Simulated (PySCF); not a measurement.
# Successive ionisation energies of promethium

Calculated with PySCF 2.14, two-component X2C-1e (Gaussian nucleus, no Breit or QED terms), each ion in its own even-tempered basis; GMP2 freezes the deep shells of the larger ions and drops the highest virtual spinors; eV.

| ion | configuration | GHF (spin-free) | GHF (screened spin-orbit) | GMP2 (screened spin-orbit) | NIST | kind |
| --- | --- | --- | --- | --- | --- | --- |
| Pm³³⁺ | [Ar] 3d10 | 2262.5 | 2251.8 | 2253.2 | 2251 ± 5 | theoretical |
| Pm³⁴⁺ | [Ar] 3d9 | 2353.4 | 2344.4 | 2345.8 | 2344 ± 5 | theoretical |
| Pm³⁵⁺ | [Ar] 3d8 | 2452.4 | 2444.0 | 2445.2 | 2443 ± 5 | theoretical |
| Pm³⁶⁺ | [Ar] 3d7 | 2552.9 | 2550.3 | 2550.7 | 2549 ± 5 | theoretical |
| Pm³⁷⁺ | [Ar] 3d6 | 2648.3 | 2652.5 | 2652.7 | 2652 ± 4 | theoretical |
| Pm³⁸⁺ | [Ar] 3d5 | 2783.1 | 2757.1 | 2756.6 | 2755 ± 4 | theoretical |
| Pm³⁹⁺ | [Ar] 3d4 | 2882.5 | 2892.3 | 2893.3 | 2892 ± 4 | theoretical |
| Pm⁴⁰⁺ | [Ar] 3d3 | 2989.5 | 2997.4 | 2998.1 | 2997 ± 4 | theoretical |
| Pm⁴¹⁺ | [Ar] 3d2 | 3098.7 | 3113.3 | 3113.0 | 3112 ± 4 | theoretical |
| Pm⁴²⁺ | [Ar] 3d1 | 3201.9 | 3220.2 | 3219.8 | 3219 ± 4 | theoretical |
| Pm⁴³⁺ | [Ar] | 3563.7 | 3520.6 | 3521.5 | 3519 ± 4 | theoretical |
| Pm⁴⁴⁺ | [Ne] 3s2 3p5 | 3655.8 | 3615.5 | 3616.5 | 3613 ± 4 | theoretical |
